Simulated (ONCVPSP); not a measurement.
molybdenum: excitation energies, all-electron against ONCV

```json
{
  "Element": "Mo (Z = 42)",
  "Generator": "ONCVPSP 4.0.1",
  "Type": "optimised norm-conserving Vanderbilt (ONCV)",
  "Functional": "Wu-Cohen",
  "Relativity": "scalar-relativistic",
  "Frozen core": "[Ar] 3d10",
  "Valence charge": "14",
  "Reference configuration": "4s2 4p6 4d5 5s1",
  "Partial waves": "4s+5s: rc 1.80 bohr, ncon 5, nbas 8, qcut 6.1 1/bohr, 2 projectors; 4p: rc 1.80 bohr, ncon 3, nbas 6, qcut 8.3 1/bohr, 2 projectors, debl 1.9 Ha; 4d: rc 2.05 bohr, ncon 4, nbas 9, qcut 8.6 1/bohr, 2 projectors, debl 1.5 Ha",
  "Local potential": "polynomial inside 1.30 bohr (lpopt 5, dvloc0 6 Ha)",
  "Core correction": "none"
}
```

Energies are relative to the spin-unpolarised reference configuration 4s2 4p6 4d5 5s1; without spin polarisation the order of configurations can differ from experiment.

```json
{"valence configuration": "4s2 4p6 4d5 5s0", "charge": "+1", "ΔE all-electron (eV)": "6.890", "error AE − PS (meV)": "-1.8"}
{"valence configuration": "4s2 4p6 4d4 5s0", "charge": "+2", "ΔE all-electron (eV)": "22.341", "error AE − PS (meV)": "-3.3"}
{"valence configuration": "4s2 4p6 4d5 5s0 5p1", "charge": "0", "ΔE all-electron (eV)": "3.227", "error AE − PS (meV)": "-0.6"}
```

What are ΔE and the potential's error for 4s2 4p6 4d3 5s0?

ΔE = 49.068 eV all-electron; the error (AE − PS) is -2.1 meV.

Levels in the configuration 4s2 4p6 4d5 5s0 5p1:

| level | all-electron (eV) | pseudo (eV) |
| --- | --- | --- |
| 4s | -65.697 | -65.705 |
| 4p | -39.844 | -39.848 |
| 4d | -5.034 | -5.035 |
| 5p | -1.709 | -1.709 |
